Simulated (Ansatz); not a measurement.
Isolated molecules relaxed with PBE0-D4/def2-TZVP in Ansatz; ΔE leaves out vibrations. CBS: MP2 limit from def2 TZ/QZ plus the TZ coupled-cluster correction, frozen cores. This one scheme is used for every species. DFT in def2-TZVPP. B3LYP here is the variant with VWN-RPA as its local correlation; programs differ in this. Each species was taken in one conformer, which may not be the lowest.

`C[SiH2][N](C)[AlH2]` → `C[N](C)[AlH2]` + `[SiH2]`  (silylene formation by 1,1-elimination)

`C[SiH2][N](C)[AlH2]`:

Cartesian coordinates in Å:
```
C -1.653 -0.378 1.444
Si -0.220 0.705 0.926
N 0.538 0.168 -0.537
C 1.161 -1.153 -0.482
Al 0.617 1.142 -2.028
H -2.097 0.002 2.369
H -1.331 -1.405 1.630
H -2.430 -0.397 0.676
H -0.687 2.097 0.689
H 0.782 0.708 2.034
H 0.425 -1.948 -0.316
H 1.901 -1.216 0.326
H 1.679 -1.383 -1.418
H 1.396 0.498 -3.249
H -0.081 2.560 -2.065
```

`C[N](C)[AlH2]`:

Z-matrix (Å, degrees):
```
C
N 1 1.443
H 1 1.093 2 110.8
H 1 1.099 2 111.6 3 120.1
H 1 1.099 2 111.5 3 -120.1
C 2 1.443 1 112.3 3 180.0
Al 2 1.772 1 123.8 3 -0.0
H 6 1.099 2 111.6 1 -59.9
H 6 1.093 2 110.8 1 -180.0
H 6 1.099 2 111.5 1 59.9
H 7 1.584 2 117.4 1 180.0
H 7 1.584 2 117.4 1 0.0
```

`[SiH2]`:

Z-matrix (Å, degrees):
```
Si
H 1 1.525
H 1 1.525 2 91.2
```

```csv
level,ΔE (kJ/mol),difference from CCSD(T)/CBS
PBE-D4,351.7,-8.2
B3LYP-D4,349.9,-10.0
ωB97X-V,364.1,4.2
B2PLYP,350.2,-9.7
r2SCAN,374.2,14.3
MP2/def2-TZVPP,375.4,15.5
SCS-MP2/def2-TZVPP,359.6,-0.3
HF/def2-QZVPP,338.1,-21.8
MP2/CBS(def2),385.1,25.2
CCSD/CBS(def2),355.5,-4.4
CCSD(T)/CBS,359.9,0
```

Largest T1 diagnostic among the species: 0.014.

The D4 term adds +16.6 kJ/mol with B3LYP and +9.2 kJ/mol with PBE0; it sums over pairs of atoms, weighted by their polarisabilities, and B3LYP, whose exchange is more repulsive, gets the larger term. In def2-TZVPP, CCSD(T) changes the Hartree–Fock value by +13.9 kJ/mol (the triples alone add +4.4 kJ/mol) and MP2 by +39.0 kJ/mol.
